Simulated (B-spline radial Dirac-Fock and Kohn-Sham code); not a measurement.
## Binding energies of Ge²⁰⁺

System: germanium as Ge²⁰⁺, configuration [Ne] 3s2; nuclear rms radius 4.0742 fm (A = 74).

Input of the calculation (task.json; shells as n, l, electrons):

```json
{"items": [{
  "Z": 32,
  "q": 20,
  "cfg": [[1, 0, 2], [2, 0, 2], [2, 1, 6], [3, 0, 2]],
  "A": 74,
  "rrms": 4.0742,
  "do": ["binding"]
}]}
```

Run with: `python xray_run.py task.json out`

Level of theory: ΔSCF Dirac-Fock with Breit, self-energy and vacuum polarisation, finite nucleus, configuration average; a radial finite-basis atomic code. Electron correlation is not included. Energies are counted from the vacuum level.

All terms are in eV, carry their sign (relaxation lowers the binding energy) and add up to the binding energy; ⟨r⟩ is the mean radius of the orbital in the initial state.

```tsv
subshell	−ε (Koopmans)	relaxation	Breit	self-energy	vacuum polarisation	binding energy	⟨r⟩ (bohr)
K	12027.2	-22.10	-15.17	-8.05	0.78	11982.7	0.047
L1	2257.2	-3.21	-1.27	-0.88	0.08	2251.9	0.205
L2	2095.1	-4.50	-2.11	0.11	-0.01	2088.6	0.178
L3	2061.9	-4.31	-1.41	0.03	-0.01	2056.2	0.181
M1	833.3	-0.18	-0.28	-0.20	0.02	832.7	0.520
```

For the deepest level, K (1s), the Breit terms make up -0.127 % of the binding energy, QED -0.061 % and orbital relaxation -0.184 %.

Going to the tabulated ground configuration of the next ion removes an electron from M1 (3s), computed at 832.7 eV. NIST lists 837.1 ± 1 eV as the ionisation energy of this species (semi-empirical), +4.44 eV from the computed value.
